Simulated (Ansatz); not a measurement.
C₂H₆FNSi₂, relaxed with RKS PBE-D4/def2-SVP in the Gaussian-basis code of Ansatz from a rough embedded geometry. The force threshold is 0.03 eV/Å; the program also tests the step.

Charge 0, multiplicity 1. The bonds changed during the relaxation, so this is another structure than the one it started from.

Start:

```xyz
12

C    -1.495    0.922   -0.508
Si    0.289    0.537   -0.814
C     1.279   -0.090    0.502
N     2.349    0.421    0.903
Si    0.628   -1.612    0.988
F    -0.793   -1.484    1.773
H    -1.918    1.555   -1.230
H    -1.603    1.338    0.494
H    -2.140   -0.043   -0.467
H     0.403   -0.200   -2.115
H     2.549    1.348    0.538
H     0.452   -2.692   -0.065
```

```tsv
step	energy (eV)	largest force (eV/Å)	largest move (Å)
1	-22106.5533	4.305	0.000
2	-22107.3115	2.206	0.194
3	-22107.5423	1.586	0.194
4 (rejected)	-22107.5394	1.769	0.194
5	-22107.6222	1.110	0.094
6	-22107.6561	0.814	0.100
7	-22107.7017	0.225	0.146
8	-22107.7333	0.250	0.197
9	-22107.7821	0.414	0.197
10	-22107.8892	0.793	0.195
11	-22108.0877	0.852	0.180
14	-22108.2939	0.387	0.195
17	-22108.3555	0.365	0.195
20 (rejected)	-22108.3191	0.324	0.161
23	-22108.3812	0.089	0.027
26	-22108.3939	0.785	0.195
29	-22108.4832	1.252	0.187
32	-22108.6548	0.467	0.101
35	-22108.8216	0.738	0.195
38	-22109.0160	0.501	0.193
41	-22109.0453	0.039	0.110
44	-22109.0497	0.250	0.072
47	-22109.0536	0.050	0.030
48	-22109.0540	0.019	0.032
```

End:

```xyz
12

C    -1.663    0.535   -0.650
Si    0.060   -0.038   -1.157
C     0.935   -0.615    0.413
N     2.003   -0.217    1.019
Si    1.101   -1.534    2.168
F     0.139   -0.469    3.035
H    -2.246    0.857   -1.537
H    -1.599    1.386    0.056
H    -2.208   -0.289   -0.148
H     0.839    1.067   -1.832
H     2.634    0.546    0.708
H     0.005   -1.228   -2.076
```

Hardware: 4 threads of an Arm Neoverse V2 on a shared host. Wall time 69 s, peak host memory 0.17 GiB.
